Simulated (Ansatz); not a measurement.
A calculation with Ansatz (development build ahead of 0.2.0).

```yaml
crystal:
  periodic: [false, false, false]
  atoms:
    - { symbol: H, position_ang: [1.15, 0.0, 0.0] }
    - { symbol: H, position_ang: [0.717, 0.8991, 0.0] }
    - { symbol: H, position_ang: [-0.2559, 1.1212, 0.0] }
    - { symbol: H, position_ang: [-1.0361, 0.499, 0.0] }
    - { symbol: H, position_ang: [-1.0361, -0.499, 0.0] }
    - { symbol: H, position_ang: [-0.2559, -1.1212, 0.0] }
    - { symbol: H, position_ang: [0.717, -0.8991, 0.0] }
basis:
  gaussian: { orbitals: pcseg-2 }
magnetization:
  initial_magnetization: 1
hamiltonian:
  xc: pbe0
```

The input is written out in the form of the current development build from the run's settings.

The run gave:

```yaml
Converged: yes
Total_energy: -3.87905 hartree
Spin_squared_of_the_determinant: 0.750
Stability_test: minimum among restricted orbitals
```

Caution: stretched shape with no unrestricted run beside it, a lower state can exist.
